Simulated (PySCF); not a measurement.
Assignment exercise: C4H9N2PSi

Atom-mapped SMILES (the numbers label the heavy atoms): `[CH2:1]=[N:2][Si@@:3]([NH2:4])([PH2:5])[C:6]#[C:7][CH3:8]`. Hydrogens are named by the atom that carries them. Ha(C1) is cis to Si3; Hb(C1) is trans to Si3.

One conformer, isolated molecule, equivalent nuclei averaged, non-relativistic Hamiltonian. GIAO PBE0/pcSseg-1 shieldings; coordinates at the GFN2-xTB level; PySCF 2.14.0 with density-fitted response routines.

Referencing at the same level of theory: 13C, 1H vs TMS.

(1) Assign these signals to the numbered atoms. 13C{1H} NMR (computed): δ 170.7, 112.2, 85.0, 5.7.

(2) Assign these signals to the numbered atoms. 1H NMR (300 MHz, computed): δ 8.58 (m, 1H), 8.49 (m, 1H), 2.06 (s, 3H), 1.13 (m, 2H), 0.92 (br s, 2H).

## Answers

(1) 
| δ (ppm) | atoms | environment | reason |
| --- | --- | --- | --- |
| 170.7 | C1 | C=N carbon | – |
| 112.2 | C7 | alkyne carbon | – |
| 85.0 | C6 | alkyne carbon | the triple bond shields along its axis, which puts it between sp3 and sp2 carbons |
| 5.7 | C8 | propargylic methyl carbon | aliphatic region, no heteroatom directly attached |

(2) 
8.58 → Ha(C1), hydrogen on a C=N carbon
8.49 → Hb(C1), hydrogen on a C=N carbon
2.06 → H(C8), hydrogen on a propargylic methyl carbon
1.13 → H(P5), hydrogen on a phosphorus bonded to Si
0.92 → H(N4), hydrogen on a nitrogen bonded to Si: labile proton, position sensitive to the medium

Ha(C1) and Hb(C1) lie closer than the usual error of such a calculation, so a measured spectrum could show them in the other order.

OH/NH shifts are gas-phase values; hydrogen bonding in solution moves them, usually downfield. Splittings by 31P in the carbon and heteronuclear signals aren't shown, as no couplings were computed. Shifts are as computed. Against solution values, carbons near 30 ppm lie about +3 ppm off and those near 130 ppm about +5 ppm. Of 1309 compounds with measured shifts, 239 miss one by over three times the rms of a fit or turn the order of signals round; such compounds aren't used in these exercises. No couplings were computed; multiplicities are counted from neighbouring protons, with m where these are inequivalent, close in shift, in a saturated or five-membered ring or joined by F or P, and br s for small geminal =CH2 splittings.
